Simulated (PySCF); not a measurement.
**How methods differ on the excitation energy of P²⁺**

P²⁺ [Ne] 3s2 3p1 (2P) → P²⁺ [Ne] 3s1 3p2 (4P), as a difference of total energies. Calculation: PySCF 2.14, in def2-QZVPPD (10s6p5d2f1g, 76 functions); no relativity, point nucleus. Correlated levels: valence and next inner shell: 1s2 frozen. The calculations carry no spin-orbit coupling.

| method | excitation energy (eV) |
| --- | --- |
| UHF | 5.416 |
| MP2 (valence and next inner shell) | 6.664 |
| SCS-MP2 (valence and next inner shell) | 7.014 |
| CCSD (valence and next inner shell) | 6.900 |
| CCSD(T) (valence and next inner shell) | 6.956 |

**Question.** How much does correlation contribute at CCSD(T) (valence and next inner shell)?

**Answer.** 6.956 − (5.416) = 1.540 eV, measured against UHF.

A first-order spin-orbit estimate (lowest level to lowest level, LS coupling) adds 0.005 eV.
